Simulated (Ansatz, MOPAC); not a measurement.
Species: CH₂S (charge 0, singlet). SMILES: C=S

Atoms: C1, S2, H3, H4. Bonds: C1-S2, C1-H3, C1-H4.

Bond lengths (Å) and angles (degrees) optimised at PM6 with MOPAC; HF/3-21G with Ansatz (a first-principles code); HF/6-31G* with Ansatz; PBE/6-31G* with Ansatz, each started from the B3LYP-D3(BJ)/def2-TZVP structure (Ansatz) of the last column. A row stands for all coordinates that are equal there. 6-31G* holds six Cartesian d functions. No wavenumbers were computed at PBE/6-31G*, so these may be saddle points.

```json
[
 {"coordinate": "C1-S2", "PM6": "1.581", "HF/3-21G": "1.638", "HF/6-31G*": "1.597", "PBE/6-31G*": "1.626", "B3LYP-D3(BJ)/def2-TZVP": "1.606"},
 {"coordinate": "C1-H3", "PM6": "1.090", "HF/3-21G": "1.073", "HF/6-31G*": "1.078", "PBE/6-31G*": "1.102", "B3LYP-D3(BJ)/def2-TZVP": "1.089"},
 {"coordinate": "S2-C1-H3", "PM6": "124.1", "HF/3-21G": "121.8", "HF/6-31G*": "122.2", "PBE/6-31G*": "122.3", "B3LYP-D3(BJ)/def2-TZVP": "122.2"},
 {"coordinate": "H3-C1-H4", "PM6": "111.8", "HF/3-21G": "116.5", "HF/6-31G*": "115.5", "PBE/6-31G*": "115.3", "B3LYP-D3(BJ)/def2-TZVP": "115.5"}
]
```

Mean signed difference of all 3 bond lengths from B3LYP-D3(BJ)/def2-TZVP: PM6 -0.007 Å, HF/3-21G 0.000 Å, HF/6-31G* -0.010 Å, PBE/6-31G* 0.016 Å.
